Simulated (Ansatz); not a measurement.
The molecule NaAl, multiplicity 3 (an upper state: multiplicity 1 came lower at CCSD(T)/def2-TZVPP on PBE0 minima).

Seven points along R, fitted to fifth degree in 1/R; most abundant isotopes. In def2 and cc sets the state is the lowest found near the PBE0 minimum, followed along R.

Correlated levels freeze the inner cores; with def2 sets outer-core shells near the valence are correlated too.

The values were computed with Ansatz (a first-principles code) with Gaussian orbitals. 

Question: What bond length and harmonic frequency does PBE0/def2-TZVPP give, and what D_e (from each atom's lowest state at the same level)?

Answer: r_e = 2.973 Å, ω_e = 186 cm⁻¹, D_e = 0.62 eV.

Question: What bond length and harmonic frequency does wB97X-V/def2-TZVPP give, and what D_e (from each atom's lowest state at the same level)?

Answer: r_e = 2.949 Å, ω_e = 192 cm⁻¹, D_e = 0.44 eV.

Question: What bond length and harmonic frequency does CCSD(T)/def2-TZVPP give, and what D_e (from each atom's lowest state at the same level)?

Answer: r_e = 2.980 Å, ω_e = 185 cm⁻¹, D_e = 0.52 eV.
